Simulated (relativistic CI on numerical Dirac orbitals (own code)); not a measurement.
**Electric-dipole transitions in Hg LXIX**

Calculated at this level of theory: Dirac-Coulomb-Breit CI, orbitals from a KLI potential per configuration, model QED, unscaled Slater integrals (own radial code, finite nucleus).

Configuration list (outside the closed core [Ne]): 3s², 3s3p, 3p², 3s3d, 3d², 3p3d, 3p4s, 3d4s, 3s4s, 3s4p, 3s4d, 3s4f, 3s5s, 3s5p, 3s5d, 4s². Levels of other configurations are missing.

```tsv
λ vac (Å)	Lower	Upper	A (s⁻¹)	log gf	S velocity/length
2.4178	3s3p ³P°2 [5]	3s5d ³D3 [66]	8.75e+13	-0.27	0.96
2.9604	3s² ¹S0 [1]	3s4p ¹P°1 [43]	6.39e+13	-0.60	0.99
3.0174	3s3p ³P°0 [2]	3s4d ³D1 [44]	8.42e+13	-0.46	0.97
3.0298	3s3p ³P°1 [3]	3s4d ³D2 [45]	1.23e+14	-0.07	0.98
3.1264	3s² ¹S0 [1]	3s4p ³P°1 [39]	5.86e+13	-0.59	0.99
3.4210	3s3p ³P°2 [5]	3s4d ³D3 [46]	1.65e+14	0.31	0.98
3.4586	3s3p ¹P°1 [6]	3s4d ¹D2 [47]	1.47e+14	0.12	0.98
3.5667	3p² ¹D2 [7]	3s4f ³F°3 [49]	5.42e+13	-0.14	0.99
3.6072	3s3d ³D1 [9]	3s4f ³F°2 [48]	2.92e+14	0.45	0.99
3.6214	3s3d ³D2 [10]	3s4f ³F°3 [49]	2.64e+14	0.56	0.99
3.7124	3s3d ³D3 [11]	3s4f ³F°4 [50]	3.36e+14	0.80	0.99
3.7254	3s3d ¹D2 [12]	3s4f ¹F°3 [51]	3.14e+14	0.66	0.98
3.8904	3s3p ³P°2 [5]	3s4s ³S1 [36]	6.18e+13	-0.38	0.98
7.5586	3s4p ³P°2 [42]	3s5d ³D3 [66]	3.11e+13	0.27	1.00
15.983	3p3d ³F°2 [13]	3d² ³F2 [27]	3.15e+12	-0.22	0.99
16.084	3s3p ³P°1 [3]	3s3d ³D2 [10]	5.65e+12	0.04	1.02
16.256	3p² ³P0 [4]	3p3d ³D°1 [14]	4.07e+12	-0.31	1.03
16.272	3p3d ³F°3 [16]	3d² ¹G4 [31]	2.58e+12	-0.04	1.11
16.365	3p² ¹D2 [7]	3p3d ³D°2 [19]	2.93e+12	-0.23	1.01
16.592	3s3p ³P°2 [5]	3p² ³P2 [17]	3.79e+12	-0.11	0.99
16.707	3s3d ³D3 [11]	3p3d ³D°3 [25]	2.08e+12	-0.21	0.98
16.765	3s3p ³P°0 [2]	3p² ³P1 [8]	2.45e+12	-0.51	1.00
16.844	3s² ¹S0 [1]	3s3p ¹P°1 [6]	5.24e+12	-0.18	1.01
16.845	3p3d ³D°1 [14]	3d² ³F2 [27]	2.79e+12	-0.23	1.06
17.308	3s3d ³D2 [10]	3p3d ³F°3 [21]	5.52e+12	0.24	1.02
17.496	3s3d ³D3 [11]	3p3d ³F°4 [23]	3.41e+12	0.15	1.00
17.570	3s3p ¹P°1 [6]	3p² ³P2 [17]	3.73e+12	-0.06	1.00
17.649	3s3d ¹D2 [12]	3p3d ³P°2 [24]	2.83e+12	-0.18	0.96
34.867	3s3p ³P°2 [5]	3s3d ³D3 [11]	3.63e+11	-0.33	1.06
35.377	3p² ³P2 [17]	3p3d ³D°3 [25]	6.24e+11	-0.09	1.09
```

Terms are leading LS components. Brackets give the number of a level in order of energy, since labels repeat. The list gives strong lines, with weight on those to low levels. Levels whose partners in the same complex of configurations lie outside the list can be far off, and so can their lines. Rates are taken at the computed energies, electric ones in the length gauge. A velocity-to-length ratio far from 1 marks an uncertain rate.

At this charge energies of transitions that change n are usually good to better than 1 %, and those within a shell (Δn = 0) to a few per cent.

Task: From the table, what is the radiative lifetime of 3s5d ³D3?

Result: The listed rates from this level add up to about 1.19e+14 s⁻¹, 98 % of its decay; with all channels τ = 8.30e-15 s.

LS names give the leading component of a level, which can be under half, so a name can repeat, a term be missing and a line seem to break the LS rules.
